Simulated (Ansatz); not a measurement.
Worked example: Zr(CH3)2F2 + SiH(SiH3)2F → Zr(CH3)F3 + SiH(CH3)(SiH3)2

Gas-phase species: Zr(CH3)2F2, singlet; SiH(SiH3)2F, singlet; Zr(CH3)F3, singlet; SiH(CH3)(SiH3)2, singlet. The partners trade CH3 for F: Zr–CH3 and Si–F bonds give way to Zr–F and Si–CH3.

Shapes, held fixed at every level: PBE0-D4/def2-TZVP. Programs: Ansatz 0.2.0. The zero-point and thermal change to 298 K, harmonic and unscaled (PBE0-D4/def2-TZVP), is +4.5 kJ/mol.

At CCSD(T)/def2-TZVPP; 1 Eh = 2625.50 kJ/mol:

| species | energy (Eh) |
| --- | --- |
| Zr(CH3)2F2 | -326.219176 |
| SiH(SiH3)2F | -971.151811 |
| Zr(CH3)F3 | -386.213064 |
| SiH(CH3)(SiH3)2 | -911.201045 |

**Question.** Work out ΔH(298 K) of the reaction at this level.

**Answer.** 
1. Products less reactants: (-386.213064) + (-911.201045) − [(-326.219176) + (-971.151811)] = -0.043122 Eh = -113.2 kJ/mol.
2. With the thermal change: -113.2 + (+4.5) = -108.7 kJ/mol.

Other levels give -140.9 (CCSD(T)/def2-SVP) to -97.0 kJ/mol (HF/def2-TZVPP). No measured value is set beside it here. For atoms past krypton def2 sets carry core potentials with scalar relativity. Outer-core shells of Zr are correlated, in sets that cover them unevenly.
